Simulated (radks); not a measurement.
The numbers below are computed, except where a source is named.
Charge is removed step by step from the 5p1/2 level of the tellurium ion Te3+, starting from [Kr] 4d10 5s2 5p(1/2: 1, 3/2: 0). Code: a radial shooting solver on a logarithmic mesh with Libxc functionals. Model: Dirac Kohn-Sham, PBE, spin-unpolarised, spherical densities, finite nucleus; Fermi nuclear charge, rms radius 4.7423 fm.

| removed (e) | E - E(0) (eV) | eigenvalue (eV) | E minus straight line (eV) |
|---|---|---|---|
| 0 | 0.000 | -32.341 | 0.000 |
| 0.25 | 8.393 | -34.809 | -0.940 |
| 0.5 | 17.408 | -37.312 | -1.259 |
| 0.75 | 27.052 | -39.847 | -0.949 |
| 1 | 37.334 | -42.415 | 0.000 |

Removing the whole electron costs 37.334 eV by Delta-SCF, against 32.341 eV from minus the eigenvalue at the starting occupation. Slater's transition state (half an electron removed) gives 37.312 eV. Integrating minus the eigenvalue over the occupation (Janak's theorem) gives 37.334 eV. The mean slope of the eigenvalue, de/dn, is 10.1 eV per electron. Ionisation energy of Te3+ in the NIST Atomic Spectra Database: 37.416 eV (measured).

Beside tabulated values, note that spin-unpolarised runs miss the spin-polarisation part of the exchange energy of open shells.
